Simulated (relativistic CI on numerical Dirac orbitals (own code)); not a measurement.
**Calculated levels, Er²³⁺**

Method of calculation: Dirac-Coulomb-Breit CI, KLI orbitals optimised for each configuration, QED by a radiative potential, unscaled Slater integrals (own radial code, finite nucleus).

CI space (outside the closed core [Ar] 3d10): 4s²4p⁶4d⁹, 4s²4p⁵4d¹⁰, 4s²4p⁶4d⁸4f, 4s4p⁶4d¹⁰, 4s²4p⁵4d⁹4f, 4s²4p⁶4d⁸5s, 4s4p⁶4d⁹4f, 4s²4p⁶4d⁸5p, 4s²4p⁶4d⁷4f5s, 4s²4p⁶4d⁸5d, 4s²4p⁵4d⁹5s, 4s²4p⁶4d⁷5s5p, 4s²4p⁶4d⁷5s², 4s²4p⁶4d⁶4f5s², 4s²4p⁵4d⁷4f5s², 4s4p⁶4d⁷4f5s². Double excitations out of closed p, d and f shells are left out; levels of such configurations are missing from the list, as are those of other unlisted configurations, and high levels can miss mixing partners.

The lowest level is 4s²4p⁶4d⁹ ²D5/2, with 100 % of that term; Hund's rules for 4s²4p⁶4d⁹ give ²D with J = 5/2, in agreement.

```tsv
No.	Configuration	Term	J	E (eV)	%	Lifetime (s)	jj configuration (%)
1	4s²4p⁶4d⁹	²D	5/2	0.000	100		4d5/2^5 (100)
2	4s²4p⁶4d⁹	²D	3/2	9.977	100	1.19e-04	4d3/2^3 4d5/2^6 (100)
3	4s²4p⁵4d¹⁰	²P°	3/2	148.672	77	3.48e-11	4p3/2^3 (77)
4	4s²4p⁶4d⁸4f	⁴F°	5/2	161.035	37	8.01e-09	4d5/2^4 4f5/2 (96)
5	4s²4p⁶4d⁸4f	⁴F°	7/2	161.400	59	2.44e-09	4d5/2^4 4f5/2 (74)
6	4s²4p⁶4d⁸4f	⁴D°	3/2	162.578	33	6.37e-10	4d5/2^4 4f5/2 (84)
7	4s²4p⁶4d⁸4f	⁴F°	9/2	163.168	71	5.76e-05	4d5/2^4 4f7/2 (52)
8	4s²4p⁶4d⁸4f	²F°	5/2	163.891	33	4.02e-10	4d5/2^4 4f5/2 (70)
9	4s²4p⁶4d⁸4f	²P°	1/2	164.737	51	6.04e-10	4d5/2^4 4f7/2 (94)
10	4s²4p⁶4d⁸4f	⁴I°	13/2	164.792	44		4d5/2^4 4f5/2 (90)
11	4s²4p⁶4d⁸4f	⁴I°	15/2	165.127	90	3.27e+00	4d5/2^4 4f7/2 (98)
12	4s²4p⁶4d⁸4f	⁴D°	7/2	165.639	55	8.19e-09	4d5/2^4 4f7/2 (55)
13	4s²4p⁶4d⁸4f	⁴H°	11/2	165.724	46	2.80e-02	4d5/2^4 4f5/2 (73)
14	4s²4p⁶4d⁸4f	⁴F°	3/2	166.660	31	1.74e-10	4d5/2^4 4f5/2 (50)
15	4s²4p⁶4d⁸4f	⁴H°	13/2	166.706	64	4.29e-02	4d5/2^4 4f7/2 (90)
16	4s²4p⁶4d⁸4f	²G°	9/2	166.862	40	8.14e-05	4d5/2^4 4f5/2 (60)
17	4s²4p⁶4d⁸4f	⁴G°	11/2	168.933	38	1.37e-03	4d5/2^4 4f7/2 (70)
18	4s²4p⁶4d⁸4f	²G°	7/2	169.211	49	7.96e-10	4d5/2^4 4f5/2 (57)
19	4s²4p⁶4d⁸4f	²H°	9/2	169.430	26	4.21e-03	4d5/2^4 4f5/2 (72)
20	4s²4p⁶4d⁸4f	⁴F°	3/2	169.822	56	5.31e-10	4d3/2^3 4d5/2^5 4f5/2 (77)
21	4s²4p⁶4d⁸4f	⁴D°	1/2	169.863	47	4.06e-10	4d5/2^4 4f5/2 (71)
22	4s²4p⁶4d⁸4f	⁴P°	5/2	170.194	34	1.11e-09	4d5/2^4 4f7/2 (44)
23	4s²4p⁶4d⁸4f	²P°	3/2	171.001	34	1.79e-10	4d5/2^4 4f5/2 (44)
24	4s²4p⁶4d⁸4f	²G°	9/2	171.479	31	1.10e-03	4d5/2^4 4f7/2 (73)
25	4s²4p⁶4d⁸4f	⁴G°	7/2	171.719	60	7.63e-11	4d3/2^3 4d5/2^5 4f5/2 (56)
26	4s²4p⁶4d⁸4f	⁴D°	1/2	171.862	36	4.84e-09	4d3/2^3 4d5/2^5 4f5/2 (81)
27	4s²4p⁶4d⁸4f	²D°	5/2	172.115	33	1.56e-09	4d3/2^3 4d5/2^5 4f5/2 (57)
28	4s²4p⁶4d⁸4f	⁴D°	3/2	172.817	35	3.68e-10	4d3/2^3 4d5/2^5 4f5/2 (64)
29	4s²4p⁶4d⁸4f	²H°	11/2	173.122	47	1.34e-03	4d5/2^4 4f7/2 (82)
30	4s²4p⁶4d⁸4f	⁴F°	5/2	173.791	40	5.27e-11	4d5/2^4 4f7/2 (38)
31	4s²4p⁶4d⁸4f	⁴P°	1/2	174.109	43	9.65e-10	4d3/2^3 4d5/2^5 4f7/2 (90)
32	4s²4p⁶4d⁸4f	²G°	9/2	174.182	49	1.14e-04	4d3/2^3 4d5/2^5 4f7/2 (46)
33	4s²4p⁶4d⁸4f	⁴I°	11/2	174.206	49	1.22e-04	4d3/2^3 4d5/2^5 4f5/2 (76)
34	4s²4p⁶4d⁸4f	²P°	3/2	174.581	36	3.26e-09	4d5/2^4 4f7/2 (61)
35	4s²4p⁶4d⁸4f	²G°	7/2	174.833	33	4.38e-10	4d3/2^3 4d5/2^5 4f7/2 (46)
36	4s²4p⁶4d⁸4f	⁴G°	5/2	174.839	38	3.79e-10	4d5/2^4 4f5/2 (43)
37	4s²4p⁶4d⁸4f	⁴I°	13/2	175.316	53	1.07e-04	4d3/2^3 4d5/2^5 4f7/2 (81)
38	4s²4p⁶4d⁸4f	⁴H°	9/2	175.367	36	1.07e-04	4d3/2^3 4d5/2^5 4f5/2 (50)
39	4s²4p⁶4d⁸4f	⁴F°	7/2	176.395	37	8.39e-10	4d3/2^3 4d5/2^5 4f7/2 (51)
40	4s²4p⁶4d⁸4f	²K°	13/2	176.594	64	2.07e-04	4d3/2^3 4d5/2^5 4f5/2 (80)
41	4s²4p⁶4d⁸4f	²D°	5/2	176.598	54	1.37e-09	4d3/2^3 4d5/2^5 4f5/2 (42)
42	4s²4p⁶4d⁸4f	²D°	3/2	176.780	35	2.40e-10	4d3/2^3 4d5/2^5 4f7/2 (79)
43	4s²4p⁶4d⁸4f	⁴D°	1/2	177.494	48	1.26e-10	4d3/2^3 4d5/2^5 4f5/2 (62)
44	4s²4p⁶4d⁸4f	²H°	11/2	177.523	48	9.35e-05	4d3/2^3 4d5/2^5 4f7/2 (78)
45	4s²4p⁶4d⁸4f	²F°	7/2	177.861	55	4.47e-10	4d3/2^3 4d5/2^5 4f7/2 (42)
46	4s²4p⁶4d⁸4f	²G°	9/2	178.018	34	1.54e-04	4d3/2^3 4d5/2^5 4f5/2 (70)
47	4s²4p⁶4d⁸4f	²K°	15/2	178.026	90	2.78e-04	4d3/2^3 4d5/2^5 4f7/2 (98)
48	4s²4p⁶4d⁸4f	²F°	7/2	178.665	51	3.00e-08	4d5/2^4 4f7/2 (57)
49	4s²4p⁶4d⁸4f	²F°	5/2	179.259	41	1.32e-09	4d3/2^3 4d5/2^5 4f7/2 (47)
50	4s²4p⁶4d⁸4f	²H°	9/2	179.449	25	1.07e-04	4d3/2^3 4d5/2^5 4f7/2 (76)
51	4s²4p⁶4d⁸4f	²F°	5/2	179.556	46	2.04e-10	4d3/2^3 4d5/2^5 4f7/2 (40)
52	4s²4p⁶4d⁸4f	⁴D°	3/2	179.573	49	4.54e-10	4d3/2^3 4d5/2^5 4f7/2 (45)
53	4s²4p⁶4d⁸4f	⁴G°	11/2	180.480	50	1.38e-04	4d3/2^3 4d5/2^5 4f7/2 (83)
54	4s²4p⁶4d⁸4f	²G°	7/2	181.111	61	7.86e-10	4d3/2^3 4d5/2^5 4f5/2 (57)
55	4s²4p⁶4d⁸4f	⁴D°	5/2	181.977	60	2.38e-09	4d3/2^3 4d5/2^5 4f5/2 (49)
56	4s²4p⁶4d⁸4f	⁴D°	7/2	182.485	29	1.36e-09	4d3/2^3 4d5/2^5 4f5/2 (43)
57	4s²4p⁶4d⁸4f	²I°	11/2	183.449	68	1.78e-04	4d3/2^3 4d5/2^5 4f5/2 (86)
58	4s²4p⁶4d⁸4f	²G°	9/2	183.998	50	1.55e-04	4d3/2^3 4d5/2^5 4f7/2 (58)
59	4s²4p⁶4d⁸4f	²D°	3/2	184.136	48	1.19e-09	4d3/2^3 4d5/2^5 4f5/2 (47)
60	4s²4p⁶4d⁸4f	²F°	7/2	184.204	31	3.95e-09	4d3/2^3 4d5/2^5 4f7/2 (57)
61	4s²4p⁶4d⁸4f	²F°	5/2	184.380	47	6.26e-11	4d3/2^3 4d5/2^5 4f5/2 (30)
62	4s²4p⁶4d⁸4f	²H°	9/2	184.452	31	1.02e-04	4d3/2^3 4d5/2^5 4f7/2 (50)
63	4s²4p⁶4d⁸4f	²I°	13/2	185.347	95	1.64e-04	4d3/2^3 4d5/2^5 4f7/2 (92)
64	4s²4p⁶4d⁸4f	²H°	11/2	185.567	62	1.45e-04	4d3/2^3 4d5/2^5 4f7/2 (75)
65	4s²4p⁶4d⁸4f	²D°	3/2	185.747	55	3.56e-11	4d3/2^2 4d5/2^6 4f5/2 (44)
66	4s²4p⁶4d⁸4f	²G°	9/2	185.889	61	1.38e-04	4d3/2^3 4d5/2^5 4f7/2 (77)
67	4s²4p⁶4d⁸4f	²G°	7/2	185.912	54	1.96e-07	4d3/2^2 4d5/2^6 4f5/2 (43)
68	4s²4p⁶4d⁸4f	²P°	1/2	186.089	53	4.63e-10	4d3/2^2 4d5/2^6 4f5/2 (72)
69	4s²4p⁶4d⁸4f	²G°	7/2	186.155	55	8.54e-10	4d3/2^3 4d5/2^5 4f5/2 (45)
70	4s²4p⁶4d⁸4f	²D°	5/2	186.928	70	4.83e-09	4d3/2^3 4d5/2^5 4f7/2 (63)
```

Energies count from the lowest computed level; ° marks odd parity; lifetimes are radiative, by E1, M1, E2, M2, E3 decay to levels of this space only; some are left blank where a channel outside the calculation adds to the decay or the decay crosses a small, uncertain gap. Filled j subshells are mostly left out of the jj labels.

The mean weight of the leading LS term, summed over parents, in these 70 levels is 50 %, and that of the leading jj configuration (from the same eigenvectors) 65 %, so jj coupling describes them better and the LS labels are nominal.

At this charge energies of transitions that change n are usually good to better than 1 %, and those within a shell (Δn = 0) to a few per cent.

LS names give the leading component of a level, which can be under half, so a name can repeat, a term be missing and a line seem to break the LS rules.
